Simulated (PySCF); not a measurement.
Mapped SMILES: `[F:1][CH:2]([F:3])[BH2-:4][n+:5]1[cH:6][cH:7][cH:8][cH:9][cH:10]1` (H(Xn): hydrogen on atom n).

Geometry: PBE0-D3(BJ)/def2-SVP; GIAO shifts from PySCF, gas phase, non-relativistic, averaged over equivalent atoms.

At PBE0/pcSseg-1 (210 basis functions, 72 s wall time on 1 thread of an Arm Neoverse N1, shared host):
| atoms | δ (ppm) |
| --- | --- |
| F1/F3 | -153.5 |
| C6/C10 | 155.1 |
| C8 | 144.7 |
| C7/C9 | 129.2 |
| C2 | 128.8 |
| B4 | -11.9 |
| N5 | 276.2 |
| H(C6)/H(C10) | 8.80 |
| H(C8) | 7.95 |
| H(C7)/H(C9) | 7.48 |
| H(C2) | 6.09 |
| H(B4) | 2.91 |

Scale: CFCl3 for $^{19}$F (σref 177.25); $^{13}$C (σref 184.41) and $^{1}$H (σref 31.27) vs TMS; $^{11}$B (σref 100.73) against BF3·OEt2; $^{15}$N (σref 265.67) vs NH3 (reference shieldings calculated alike).

Estimate the result of repeating the calculation with KT2/pcSseg-1.

Answers


```
       atoms  δ at KT2/pcSseg-1  change
       F1/F3             -171.1   -17.6
      C6/C10              142.6   -12.5
          C8              131.2   -13.5
       C7/C9              119.5    -9.7
          C2              128.4    -0.4
          B4              -11.6    +0.3
          N5              260.9   -15.3
H(C6)/H(C10)               8.44   -0.36
       H(C8)               7.52   -0.43
 H(C7)/H(C9)               7.12   -0.36
       H(C2)               6.33   +0.24
       H(B4)               2.95   +0.04
```

δ = σ(ref) − σ, references computed at the same level: $^{19}$F (138.57 ppm) against CFCl3; TMS for $^{13}$C (183.22 ppm) and $^{1}$H (31.18 ppm); BF3·OEt2 for $^{11}$B (99.90 ppm); NH3 for $^{15}$N (264.30 ppm).

The largest change is at F1/F3 (fluorine of a CF2 group). Cost: 210 basis functions, 86 s wall time on 1 thread of an Arm Neoverse N1, shared host. The order of the carbon signals changes between the two levels.

A carbon bonded to boron is broadened by the quadrupolar boron nucleus and is often missing from a measured spectrum. Unscaled 19F shifts against computed CFCl3 carry errors that often reach 10 to 50 ppm. Experimental scales use liquid or dissolved standards, which lie at an offset from isolated NH3 (liquid NH3: subtract about 20 ppm). Unscaled 15N shifts of sp2 nitrogen come out 20 to 40 ppm too high even then.
